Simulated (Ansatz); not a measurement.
Consider the substitution at a C–Ge bond: `F[CH2][GeH]1[O][SiH2]1` + `[OH][SnH3]` → `FC[O][SnH3]` + `[O]1[SiH2][GeH2]1`.

Program: Ansatz. Geometries: PBE0-D4/def2-TZVP. ΔE: electronic, gas phase. CCSD(T)/CBS is the MP2 limit (def2-TZVPP, def2-QZVPP) plus CCSD(T) − MP2 in def2-TZVPP, frozen cores. Elements past krypton have def2 core potentials. For Ge, Sn outer-core shells are correlated without core-valence functions, which leaves a few kJ/mol of doubt a bond. Scalar relativity is left out up to krypton. One conformer a species, not always the lowest.

`F[CH2][GeH]1[O][SiH2]1`:

```xyz
10

F    -0.703   -1.913   -1.895
C    -1.007   -0.720   -1.267
Ge   -0.081   -0.581    0.469
O     1.587    0.268    0.188
Si    0.860    1.333    1.218
H    -0.681    0.109   -1.902
H    -2.091   -0.664   -1.135
H     0.166   -1.969    1.078
H     1.439    1.468    2.578
H     0.510    2.668    0.669
```

`[OH][SnH3]`:

Z-matrix (Å, degrees):
```
Sn
O 1 1.970
H 1 1.709 2 108.5
H 1 1.698 2 103.1 3 119.8
H 1 1.709 2 108.5 3 -120.5
H 2 0.959 1 113.2 3 60.0
```

`FC[O][SnH3]`:

```xyz
9

F     0.845    0.022   -1.658
C     1.119    0.767   -0.507
O    -0.003    0.935    0.232
Sn   -1.141   -0.656    0.605
H     1.908    0.207    0.018
H     1.489    1.742   -0.843
H    -0.071   -1.943    0.935
H    -2.017   -0.141    1.966
H    -2.129   -0.934   -0.749
```

`[O]1[SiH2][GeH2]1`:

Z-matrix (Å, degrees):
```
Si
Ge 1 2.256
O 1 1.651 2 55.3
H 1 1.484 2 122.7 3 -102.3
H 1 1.484 2 122.7 3 102.3
H 2 1.535 1 123.7 3 83.6
H 2 1.535 1 123.7 3 -83.6
```

```tsv
level	ΔE (eV)
MP2/def2-TZVPP	0.13
HF/def2-QZVPP	-0.08
```

What does CCSD(T)/CBS give? (Estimate.)

The calculation gave: +0.11 eV. The listed levels differ from it by 0.02, -0.19 eV.

Largest T1 diagnostic among the species: 0.014.

In def2-TZVPP, CCSD(T) changes the Hartree–Fock value by +0.15 eV (the triples alone add +0.01 eV) and MP2 by +0.20 eV.
